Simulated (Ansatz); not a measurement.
Frontier orbitals of `CC[N]([GeH3])C(C)C`.

The species carries charge 0 and has multiplicity 1. Correlated methods include outer-core shells of Ge, which these sets cover unevenly. Scalar relativity is left out up to krypton. The geometry is a stationary point of PBE0-D4/def2-TZVP. It is one conformer, not always the lowest. Basis def2-TZVPP, the Gaussian-basis code of Ansatz.

Orbital energies of one run (eV). Highest occupied ones, from the top: -8.70, -11.51, -12.02, -12.14, -12.40, -12.44, -12.94, -13.30, -13.67, -13.84, -14.37, -14.54, -15.61, -16.23. Empty: 2.96, 3.36, 3.77, 3.81, 3.96, 4.10.

Problem. Which functional gave them?
A. LC-ωPBE
B. PBE
C. B3LYP
D. BHLYP

Solution. A. HOMO energies: LC-ωPBE -8.70, BHLYP -7.30, B3LYP -5.85, PBE -4.77 eV.

B3LYP here is the variant with VWN-RPA as its local correlation; programs differ in this. LC-ωPBE has ω = 0.4 bohr⁻¹.
